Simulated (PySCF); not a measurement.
C2H6BNO2Si, SMILES C([SiH2]N)#CB(O)O.

Geometry optimised at ωB97X-D3(BJ)/def2-SVP. This is a generated structure with no PubChem entry under its InChIKey; it may be hypothetical. One conformer was computed; it need not be the lowest.

Computed with PBE/def2-TZVP (PySCF).

Computed frontier levels, gap, dipole moment and polarisability:
| Item | Value |
|---|---|
| highest occupied level | -6.22 eV |
| lowest empty level | -1.85 eV |
| orbital gap | 4.38 eV |
| dipole moment | 3.31 D |
| quadrupole, principal values (traceless, Buckingham form, about the centre of nuclear charge) | -9.60, -2.94, 12.54 D·Å |
| mean static polarisability | 81.0 bohr³ (12.00 Å³) |
| polarisability, principal values | 55.9, 71.9, 115.1 bohr³ |
